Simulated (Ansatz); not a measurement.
Geometry optimisation, RKS PBE-D4/6-31G* (Ansatz).

The input (input.yaml):

```yaml
crystal:
  periodic: [false, false, false]
  atoms:
    - { symbol: B, position_ang: [-0.0456, -0.5692, 0.2585] }
    - { symbol: S, position_ang: [0.9733, -0.241, -1.675] }
    - { symbol: O, position_ang: [0.8484, -0.579, 1.2831] }
    - { symbol: O, position_ang: [-0.9868, -1.5384, 0.1355] }
    - { symbol: H, position_ang: [-0.1519, 1.0615, -1.1706] }
    - { symbol: "N", position_ang: [-0.8514, 1.0197, -0.0317] }
    - { symbol: H, position_ang: [2.016, 0.3983, -1.1524] }
    - { symbol: H, position_ang: [1.4859, 0.1271, 1.3307] }
    - { symbol: H, position_ang: [-0.7714, -2.3441, 0.6024] }
    - { symbol: H, position_ang: [-0.6786, 1.7674, 0.6253] }
    - { symbol: H, position_ang: [-1.8378, 0.8976, -0.2058] }
basis:
  gaussian: { orbitals: "6-31G*" }
hamiltonian:
  xc: pbe
  dispersion: d4
relax:
  f_tol: 0.15
  max_steps: 25
  restrain:
    - { distance: [0, 5], at: 1.55, k: 30.0 }
    - { distance: [4, 1], at: 1.36, k: 30.0 }
    - { distance: [0, 1], at: 3.19, k: 30.0 }
    - { distance: [4, 5], at: 2.32, k: 30.0 }
output:
  orbitals: {}
```

Command:

```bash
$ ansatz run input.yaml --threads 2 --pin off --max-ram 3072MiB --backend cpu --events-out ev --progress --plain --runs-dir out
```

Q: Where does it end, and by what steps?

A: The run converged. The restraints hold the end off the free minimum. After 12 steps the energy has fallen by 1.217 eV (the restraints' own energy left out); H7 moved furthest, 0.76 Å. Parted: B1–S2. Joined: S2–H5.

```tsv
step	energy less start (eV)	largest force component (eV/Å)	accepted
0	0.0000	2.302	yes
1	0.1117	3.112	yes
2	-0.3931	3.432	yes
3	-0.8871	1.536	yes
4	-0.9821	2.822	yes
5	-1.1363	1.776	yes
6	-1.1668	1.292	yes
7	-1.1832	1.330	yes
8	-1.1919	1.458	yes
9	-1.2104	1.457	yes
10	-1.2146	1.441	yes
11	-1.2141	1.445	no
12	-1.2171	1.459	yes
```

```xyz
11
Properties=species:S:1:pos:R:3
B -0.328 -0.345 0.564
S 1.251 0.018 -2.198
O 0.928 -0.455 1.152
O -0.983 -1.474 0.140
H 0.244 0.723 -1.612
N -1.001 0.969 0.327
H 1.778 -0.302 -0.984
H 1.287 0.413 1.415
H -0.396 -2.251 0.209
H -0.791 1.778 0.909
H -1.989 0.926 0.079
```

Whether the end is a true minimum wasn't checked by a vibrational analysis.

Time of the run: 15 s on 2 threads of Intel(R) Xeon(R) Platinum 8559C (Emerald Rapids), with other jobs on the host, peak memory 0.16 GiB.
